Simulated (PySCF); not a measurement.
How methods differ on the ionisation energy of Xe⁺

Xe⁺ [Kr] 4d10 5s2 5p5 [5p1/2^2 5p3/2^3, M_J = 3/2] → Xe²⁺ [Kr] 4d10 5s2 5p4 [5p1/2^2 5p3/2^2, M_J = 2], as a difference of total energies. Computed with PySCF 2.14 in x2c-TZVPPall-2c (8s9p5d2f, 74 functions), with the two-component X2C-1e Hamiltonian. Correlated levels: [Ar] 3d10 frozen; the 6 highest virtual spinors dropped. "Screened" scales the spin-orbit matrix elements by Boettger's factors to mimic the two-electron term; Breit and QED terms are absent.

```tsv
method	ionisation energy (eV)
GHF (spin-free)	20.098
GMP2 (spin-free)	20.900
GHF (screened spin-orbit)	19.847
GMP2 (screened spin-orbit)	20.654
```

The spin-free rows relax to the high-spin LS determinant and lack the spin-orbit shift.

Errors of the correlated levels include the incompleteness of this basis and the frozen core.

The labels give the starting determinants; with spin-orbit coupling the two ends relaxed to ⟨J²⟩ = 3.76, ⟨L²⟩ = 2.04, ⟨S²⟩ = 0.78 and ⟨J²⟩ = 6.02, ⟨L²⟩ = 2.44, ⟨S²⟩ = 1.83.

Task: Which method comes closest to the reference value, and which is furthest?

Result: The reference is 20.975 eV (semi-empirical (NIST evaluation); NIST Atomic Spectra Database, ionization energies). Closest: GMP2 (spin-free) (error -0.075 eV); furthest: GHF (screened spin-orbit) (error -1.128 eV).
